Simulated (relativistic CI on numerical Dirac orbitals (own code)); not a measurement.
**Sc+: resonant inelastic scattering at the L2,3 edge**

Computed with this model: Dirac-Coulomb-Breit CI, separate exchange-only KLI orbitals for each configuration, QED by a radiative potential, valence Slater integrals scaled by 0.8, Kramers-Heisenberg scattering through one core-hole configuration in a parametric crystal field; configurations [Ar] 3d2 → [He] 2s2 2p5 3s2 3p6 3d3; 80 K; core-hole width 0.4 eV; summed over polarisations. Incident energies are the highest absorption maxima for each field (at most a few, so the weaker spin-orbit partner edge can be absent), on the computed scale of the free ion. Intensities are in per cent of the strongest line above 0.02 eV; levels within 1 cm⁻¹ are merged; final levels count from the ground level, the first row holds all elastic scattering, lines under 0.4 are left out and each table stops after 24 rows. The scale of the Slater integrals is a model choice and moves the terms in proportion. The configuration is assumed, with all valence electrons in the open shell; the free ion's ground configuration is another.

Field parameters in Wybourne normalisation: D4h B²₀ = −7Ds, B⁴₀ = 21(Dq − Dt), B⁴₄ = 21√(5/14) Dq. The field is a parameter set, without covalency.

S is read from ⟨S²⟩ = S(S + 1).

D4h, 10Dq = 6250, Ds = -1500, Dt = -180 cm⁻¹:

| Final level (eV) | Degeneracy | Irrep | S | 400.2 eV | 400.7 eV | 404.7 eV |
| --- | --- | --- | --- | --- | --- | --- |
| 0.000 | 2 | B1+B2 | 1.00 | 862.0 | 923.2 | 445.4 |
| 0.004 | 2 | E | 1.00 | 10.0 | 34.7 | 38.1 |
| 0.008 | 1 | A1 | 1.00 | 29.2 | 43.1 | 23.1 |
| 0.008 | 1 | A2 | 1.00 | 33.1 | 24.8 | 28.6 |
| 0.310 | 3 | A1+E | 1.00 | 26.8 | 21.3 | 45.9 |
| 0.635 | 1 | A1 | 0.00 | 4.6 | 14.9 | 15.3 |
| 0.785 | 2 | B1+B2 | 1.00 | 15.7 | 41.3 | 22.4 |
| 0.786 | 2 | E | 1.00 | 11.2 | 24.0 | 9.8 |
| 0.787 | 2 | A1+A2 | 1.00 | 22.5 | 17.7 | 20.5 |
| 0.865 | 2 | E | 0.01 | 11.5 | 16.6 | 32.6 |
| 1.074 | 3 | B1+E | 1.00 | 22.5 | 51.9 | 100.0 |
| 1.196 | 1 | A1 | 1.00 | 4.2 | 18.2 | 6.5 |
| 1.196 | 2 | E | 1.00 | 9.2 | 11.9 | 23.1 |
| 1.300 | 1 | B2 | 0.00 | 6.0 | 17.4 | 16.6 |
| 1.332 | 1 | B1 | 0.00 | 4.4 | 10.2 | 10.5 |
| 1.436 | 1 | A2 | 0.00 | 6.9 | 10.6 | 21.9 |
| 1.730 | 2 | E | 0.00 | 4.6 | 12.6 | 13.0 |
| 1.799 | 1 | A1 | 0.00 | 5.7 | 10.5 | 12.4 |
| 1.848 | 1 | B2 | 1.00 | 1.3 | 2.3 | 6.7 |
| 1.849 | 2 | E | 1.00 | 2.5 | 4.4 | 16.4 |
| 2.104 | 1 | B2 | 0.00 | 2.7 | 5.6 | 20.7 |
| 2.234 | 1 | A1 | 1.00 | 4.7 | 8.0 | 18.4 |
| 2.234 | 1 | A2 | 1.00 | 2.5 | 4.4 | 19.1 |
| 2.236 | 2 | E | 1.00 | 9.6 | 14.8 | 38.4 |

D4h, 10Dq = 6250, Ds = -860, Dt = -180 cm⁻¹:

| Final level (eV) | Degeneracy | Irrep | S | 400.5 eV | 404.2 eV | 405.2 eV |
| --- | --- | --- | --- | --- | --- | --- |
| 0.000 | 2 | B1+B2 | 1.00 | 1141.2 | 403.1 | 500.9 |
| 0.004 | 2 | E | 1.00 | 37.6 | 31.3 | 34.3 |
| 0.007 | 1 | A1 | 1.00 | 44.9 | 45.7 | 25.4 |
| 0.007 | 1 | A2 | 1.00 | 37.1 | 16.9 | 17.3 |
| 0.158 | 3 | A1+E | 1.00 | 29.1 | 42.8 | 27.6 |
| 0.762 | 1 | B2 | 1.00 | 17.3 | 15.8 | 14.4 |
| 0.762 | 1 | B1 | 1.00 | 29.6 | 14.4 | 15.6 |
| 0.763 | 2 | E | 1.00 | 21.9 | 24.0 | 17.9 |
| 0.764 | 2 | A1+A2 | 1.00 | 22.0 | 26.8 | 26.7 |
| 0.802 | 1 | A1 | 0.00 | 5.6 | 17.9 | 26.5 |
| 0.869 | 2 | E | 0.01 | 12.4 | 34.0 | 73.6 |
| 1.000 | 3 | B1+E | 1.00 | 50.6 | 61.0 | 100.0 |
| 1.078 | 1 | B2 | 0.00 | 16.1 | 11.3 | 30.0 |
| 1.103 | 1 | B1 | 0.00 | 9.5 | 11.8 | 20.2 |
| 1.360 | 1 | A1 | 1.00 | 7.2 | 9.3 | 29.9 |
| 1.360 | 2 | E | 1.00 | 10.5 | 23.9 | 15.4 |
| 1.681 | 1 | A2 | 0.00 | 9.6 | 9.8 | 35.5 |
| 1.732 | 2 | E | 0.02 | 11.3 | 9.5 | 36.6 |
| 1.775 | 1 | B2 | 1.00 | 2.2 | 10.5 | 10.4 |
| 1.776 | 2 | E | 0.99 | 3.3 | 18.8 | 18.1 |
| 1.794 | 1 | A1 | 0.00 | 10.5 | 8.1 | 14.4 |
| 1.958 | 1 | A1 | 1.00 | 6.6 | 7.9 | 23.8 |
| 1.958 | 1 | A2 | 1.00 | 5.3 | 11.1 | 9.8 |
| 1.960 | 2 | E | 1.00 | 18.3 | 35.3 | 17.8 |

D4h, 10Dq = 6250, Ds = -210, Dt = -180 cm⁻¹:

| Final level (eV) | Degeneracy | Irrep | S | 400.4 eV | 404.2 eV | 404.9 eV |
| --- | --- | --- | --- | --- | --- | --- |
| 0.000 | 1 | A1 | 1.00 | 1267.0 | 438.2 | 674.0 |
| 0.000 | 2 | E | 1.00 | 18.0 | 9.9 | 9.8 |
| 0.035 | 2 | B1+B2 | 1.00 | 34.2 | 26.2 | 53.9 |
| 0.039 | 2 | E | 1.00 | 25.3 | 25.8 | 29.1 |
| 0.042 | 1 | A2 | 1.00 | 16.5 | 11.8 | 5.9 |
| 0.043 | 1 | A1 | 1.00 | 12.5 | 43.2 | 15.0 |
| 0.759 | 1 | B2 | 1.00 | 10.9 | 16.3 | 43.4 |
| 0.760 | 1 | B1 | 1.00 | 6.7 | 9.1 | 35.9 |
| 0.761 | 2 | E | 1.00 | 19.7 | 41.7 | 100.0 |
| 0.762 | 2 | A1+A2 | 1.00 | 28.3 | 47.2 | 24.1 |
| 0.889 | 1 | B2 | 0.00 | 8.9 | 14.4 | 46.1 |
| 0.908 | 1 | B1 | 0.00 | 6.8 | 15.6 | 33.1 |
| 0.909 | 2 | E | 0.01 | 16.2 | 19.8 | 71.1 |
| 0.950 | 1 | A1 | 0.00 | 8.8 | 18.8 | 13.3 |
| 0.964 | 1 | B1 | 1.00 | 21.4 | 5.6 | 19.4 |
| 0.964 | 2 | E | 1.00 | 27.5 | 11.1 | 20.6 |
| 1.606 | 1 | A1 | 1.00 | 9.4 | 11.4 | 31.5 |
| 1.606 | 2 | E | 1.00 | 25.0 | 33.4 | 71.1 |
| 1.735 | 1 | A1 | 1.00 | 4.9 | 12.3 | 14.0 |
| 1.736 | 1 | A2 | 1.00 | 4.2 | 3.6 | 11.1 |
| 1.737 | 2 | E | 1.00 | 6.0 | 28.3 | 39.7 |
| 1.738 | 3 | B2+E | 0.99 | 10.1 | 30.4 | 34.5 |
| 1.739 | 1 | B1 | 1.00 | 2.8 | 7.6 | 11.0 |
| 1.739 | 1 | B2 | 1.00 | 4.3 | 19.1 | 5.9 |

For the first field the strongest loss at the lowest incident energy is the level at 0.31 eV (S = 1.00, against 1.00 in the thermal ground state). Levels of other spin, the first over 8 % at 0.64 eV, appear because spin-orbit coupling of the core hole, and in heavier ions of the valence shell too, mixes spins.
